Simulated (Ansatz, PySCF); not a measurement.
The pair A = HCl (SMILES Cl) (first 2 atoms), B = C2H6O (SMILES COC); geometry from B3LYP-D3(BJ)/def2-TZVP.
(charge 0, multiplicity 1):
```xyz
11

Cl    -0.42479     0.48823     0.35487
H     -1.11215     0.83490    -0.67176
C     -0.19621    -1.21289     3.47894
O      0.75296    -0.23132     3.12501
C      0.50806     1.00727     3.75393
H     -1.21045    -0.91038     3.18885
H     -0.18419    -1.40812     4.55937
H      0.06659    -2.12634     2.94790
H     -0.47478     1.40868     3.47599
H      1.28020     1.69933     3.42182
H      0.55271     0.91525     4.84715
```

MP2 and its Hartree–Fock in aug-cc-pV(T+d)Z are density fitted. Rows in 6-31G* carry no dispersion term and start afresh at each structure (6-31G* with six Cartesian d functions). MP2/6-31G* freezes PySCF's default core.

Run with Ansatz (a quantum-chemistry and plane-wave program) with Gaussian orbitals; PySCF for 6-31G* rows. 

Total energies (hartree), monomers frozen at their geometry in the pair:

```csv
structure,HF/aug-cc-pV(T+d)Z,PBE/def2-TZVPPD,MP2/6-31G*
AB,-614.2362185,-615.5218646,-614.6981600
A in the pair's basis,-460.1085499,-460.6291924,-460.1928439
B in the pair's basis,-154.1287027,-154.8916718,-154.5052779
A,-460.1084828,-460.6291188,-460.1923512
B,-154.1286573,-154.8916383,-154.5033157
```

Task: Work out the interaction energy without and with the counterpoise correction, and the superposition error, for each level.

Result: 
E(AB) − E(A) − E(B), times 627.509 kcal/mol, with the monomers in their own basis and then in the pair's basis:
- HF/aug-cc-pV(T+d)Z: 0.58 uncorrected, 0.65 corrected; the monomers gain 0.07 kcal/mol from borrowed functions
- PBE/def2-TZVPPD: -0.69 uncorrected, -0.63 corrected; the monomers gain 0.07 kcal/mol from borrowed functions
- MP2/6-31G*: -1.56 uncorrected, -0.02 corrected; the monomers gain 1.54 kcal/mol from borrowed functions
